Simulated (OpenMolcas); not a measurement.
# C+, Si+, Ge+, Sn+, Pb+: ns² np down the group

```
Program             : OpenMolcas 26.06
Method              : XMS-RASPT2, IPEA 0.25 Eh, imaginary shift 0.1 Eh
Basis               : ANO-RCC-VTZP
Scalar Hamiltonian  : DKH2, point nucleus
Spin-orbit coupling : state interaction with AMFI integrals over the reference wave functions, term energies averaged over their components
```

Active space for each ion: 3 electrons in 9 orbitals (RAS2 s p; RAS3 d, at most 2 electrons); closed shells correlated by CASPT2: C+ 1s; Si+ 2s 2p; Ge+ 3d; Sn+ 4d; Pb+ 5d.

Computed levels in cm-1 above ²P°_1/2:

```tsv
Level	C+	Si+	Ge+	Sn+	Pb+
²P°_3/2	56.2	250	1610	3750	12470
weight of ²P° in the lowest level (%)	100	100	100	100	100
```

Measured, with the error of the calculation in %. Measured levels: C+, Si+, Ge+, Sn+, Pb+ from NIST Handbook of Basic Atomic Spectroscopic Data.

| Level | C+ | Si+ | Ge+ | Sn+ | Pb+ |
| --- | --- | --- | --- | --- | --- |
| ²P°_3/2 | 63.4 (-11.4) | 287 (-13.0) | 1767 (-8.9) | 4251 (-11.7) | 14081 (-11.4) |

The fine-structure level ²P°_3/2 changes by a factor of 222 from C+ to Pb+.

CASPT2 does not keep the components of a term degenerate, so their means are used; among the terms shown or strongly mixed into the levels shown the widest spread is 22 cm-1 (6s² 6p ²P°, Pb+). Active for correlation alone: 3d; no level in the range computed is led by a configuration that fills it, so any true level of that kind is missing (holds for C+). The run also gave levels led by 3s 3p 3d, which use shells meant for correlation; these and all levels above them are left out (holds for Si+). Some high roots are left out of the spin-orbit mixing, which shifts the levels that they would mix with (holds for Ge+; Pb+). Active for correlation alone: 4d; no level in the range computed is led by a configuration that fills it, so any true level of that kind is missing (holds for Ge+). Active for correlation alone: 5d; no level in the range computed is led by a configuration that fills it, so any true level of that kind is missing (holds for Sn+). Active for correlation alone: 6d; no level in the range computed is led by a configuration that fills it, so any true level of that kind is missing (holds for Pb+). Measured partners are found by configuration, term and J. A level has none where our copy of the source lacks it or the pairing is in doubt (some pairs that miss far off the trend of their configuration count as doubtful), and it then counts in no deviation. Levels of configurations outside the active space are missing.

° marks odd parity.
